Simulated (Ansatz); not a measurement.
Cost and result for the atomization energy of `O[SiH2]C[AsH2]` (11 atoms, 10 bonds).

```xyz
11

O    -1.0450   -0.9561   -1.9619
Si   -0.2514   -0.7764   -0.5245
C     0.0155    0.9953   -0.0217
As    1.0776    1.1364    1.6451
H    -1.9880   -0.7905   -1.9763
H     1.0638   -1.4306   -0.7226
H    -1.0039   -1.4507    0.5716
H     0.5539    1.5565   -0.7896
H    -0.9264    1.5184    0.1636
H     2.1696    0.1607    1.2167
H     0.3343    0.0369    2.3996
```

The species carries charge 0 and has multiplicity 1. Correlated methods include outer-core shells of As, which these sets cover unevenly. Scalar relativity is left out up to krypton. Geometry: relaxed with PBE0-D4/def2-TZVP. It is one conformer, not always the lowest. Program: Ansatz. All runs use 4 threads of an Arm Neoverse V2 on a shared host. Times are those of one run each, without the atoms' runs, and a repeat can differ threefold. Electronic energies, without spin–orbit coupling; frozen cores. CCSD(T)/CBS adds CCSD(T) − MP2 in def2-TZVPP to the MP2 limit, and its time is that of the two runs behind it. T1 = 0.011. With those shells the extrapolation isn't a true limit. B3LYP takes the VWN-RPA correlation (the form of Gaussian; ORCA's B3LYP/G).

CCSD(T)/CBS is a level of theory with its own doubt, some kJ/mol a heavy atom from the limit and from the frozen cores, so smaller differences don't rank the functionals.

```tsv
level	functions	wall time	atomization (kcal/mol)	difference from CCSD(T)/CBS	per bond
PBE-D4/def2-TZVPP (with forces)	250	2.4 s	872.8	2.0	0.2
PBE0-D4/def2-TZVPP	250	3.1 s	860.7	-10.1	-1.0
B3LYP-D4/def2-TZVPP (with forces)	250	4.7 s	869.0	-1.8	-0.2
r2SCAN-D4/def2-TZVPP (with forces)	250	4.8 s	868.3	-2.5	-0.2
B2PLYP/def2-TZVPP	250	5.5 s	857.6	-13.2	-1.3
ωB97X-V/def2-TZVPP	250	8 s	874.7	3.9	0.4
ωB97M-V/def2-TZVPP (with forces)	250	12 s	869.8	-1.0	-0.1
MP2/def2-QZVPP	483	23 s	864.2	-6.6	-0.7
CCSD(T)/def2-TZVPP	250	3 min	847.9	-22.9	-2.3
CCSD(T)/CBS(def2)	–	3.4 min	870.8	0.0	0.0
```

The D4 term adds +9.2 kcal/mol with B3LYP and +4.8 kcal/mol with PBE0; it sums over pairs of atoms, weighted by their polarisabilities, and B3LYP, whose exchange is more repulsive, gets the larger term. From PBE to PBE0 (25 % exact exchange), in def2-TZVPP and without D4, the atomization energy moves by −11.2 kcal/mol: exact exchange takes away binding that semilocal exchange gives to molecules. In def2-TZVPP, CCSD(T) changes the Hartree–Fock value by +224.2 kcal/mol (the triples alone add +11.3 kcal/mol) and MP2 by +226.9 kcal/mol; breaking electron pairs costs correlation energy, which Hartree–Fock lacks.
